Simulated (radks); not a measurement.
All-electron atom: neutral lead in [Hg] 6p2. All-electron calculation, Dirac Kohn-Sham, BLYP, spin-unpolarised, spherical densities, point nucleus; open shells fill j = l - 1/2 first. Program: a radial shooting solver on a logarithmic mesh with Libxc functionals. Some entries of the table are withheld. Estimate them.

orbital,occ.,eigenvalue (hartree),<r^2> (bohr^2),r(max) (bohr)
1s1/2,2,-3233.512,0.0003571,0.009835
2s1/2,2,-577.7990,0.005361,0.05736
2p1/2,2,(1),0.003774,0.04197
2p3/2,4,(2),0.004956,0.04969
3s1/2,2,-138.6383,0.03475,0.1614
3p1/2,2,-128.2836,0.03158,0.1504
3p3/2,4,-110.3226,0.03792,0.1660
3d3/2,4,-93.32770,0.02892,(3)
3d5/2,6,-89.50638,0.03064,(4)
4s1/2,2,-31.33978,0.1667,0.3627
4p1/2,2,-26.86132,0.1691,0.3603
4p3/2,4,-22.46343,0.2004,0.3919
4d3/2,4,-15.17651,0.2083,0.3831
4d5/2,6,-14.35607,0.2191,0.3927
5s1/2,2,-5.23680,0.8172,0.7895
4f5/2,6,-4.92219,0.2435,0.3475
4f7/2,8,-4.73729,0.2504,0.3520
5p1/2,2,(5),0.9393,0.8278
5p3/2,4,(6),1.140,0.9050
5d3/2,4,-0.78687,(7),1.055
5d5/2,6,-0.69218,(8),1.088
6s1/2,2,-0.40949,6.225,1.974
6p1/2,2,-0.14424,11.36,2.428
6p3/2,0,-0.09447,16.04,2.825

Answer. 
(1) 2p1/2 eigenvalue (hartree): -554.8217
(2) 2p3/2 eigenvalue (hartree): -474.3200
(3) 3d3/2 r(max) (bohr): 0.1289
(4) 3d5/2 r(max) (bohr): 0.1331
(5) 5p1/2 eigenvalue (hartree): -3.70849
(6) 5p3/2 eigenvalue (hartree): -2.88459
(7) 5d3/2 <r^2> (bohr^2): 1.917
(8) 5d5/2 <r^2> (bohr^2): 2.077
